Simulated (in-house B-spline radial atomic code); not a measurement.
The numbers below are computed, except where a source is named.
# Weak and strong correlation along the adiabatic connection

Two-electron singlets in several external potentials (atomic units), by full CI in B-splines with partial waves to l = 8 (correlation energies up to 0.6 % small). The repulsion is scaled by λ at fixed density; W(λ) is the mean repulsion less the Hartree energy, W(0) = E_x, and the area under W from 0 to 1 is E_xc.

Relative drop (W(λ) − E_x)/E_x:

| system | λ = 0.12 | λ = 0.25 | λ = 0.4 | λ = 0.6 | λ = 0.8 | λ = 1 |
| --- | --- | --- | --- | --- | --- | --- |
| −V exp(−r²/w²), V = 6.06, w = 2.74 | 0.0146 | 0.0293 | 0.0449 | 0.0637 | 0.0806 | 0.0958 |
| ω²r²/2 − Z/r, ω = 1.94, Z = 1 | 0.0089 | 0.0181 | 0.0281 | 0.0407 | 0.0525 | 0.0635 |
| −Z/r, Z = 17 | 0.0011 | 0.0022 | 0.0035 | 0.0053 | 0.0070 | 0.0088 |
| −V exp(−r²/w²), V = 2.66, w = 4.11 | 0.0224 | 0.0440 | 0.0660 | 0.0914 | 0.1129 | 0.1314 |
| −V exp(−r²/w²), V = 2.43, w = 12.9 | 0.0401 | 0.0754 | 0.1081 | 0.1421 | 0.1683 | 0.1890 |
| ω²r²/2 − Z/r, ω = 0.183, Z = 0.3 | 0.0314 | 0.0602 | 0.0881 | 0.1184 | 0.1429 | 0.1631 |
| −Z exp(−kr)/r, Z = 4.27, k = 1.91 | 0.0059 | 0.0121 | 0.0190 | 0.0278 | 0.0363 | 0.0444 |

(1) Order the systems by how far second-order (GL2) theory, half the initial slope (estimated from the first points of each curve), overshoots the correlation energy, least first.
A. −Z exp(−kr)/r, Z = 4.27, k = 1.91
B. −V exp(−r²/w²), V = 2.43, w = 12.9
C. ω²r²/2 − Z/r, ω = 1.94, Z = 1
D. −V exp(−r²/w²), V = 6.06, w = 2.74
E. −V exp(−r²/w²), V = 2.66, w = 4.11
F. ω²r²/2 − Z/r, ω = 0.183, Z = 0.3
G. −Z/r, Z = 17

(2) What else changes along this order?

Results:

(1) G (GL2/E_c = 1.01), A (GL2/E_c = 1.08), C (GL2/E_c = 1.13), D (GL2/E_c = 1.20), E (GL2/E_c = 1.32), F (GL2/E_c = 1.47), B (GL2/E_c = 1.59).

(2) The ratio follows the bend of the curve. With it the leading natural occupation goes from 2.000 to 1.875 and −T_c/E_c from 0.99 to 0.63 between the first and the last.
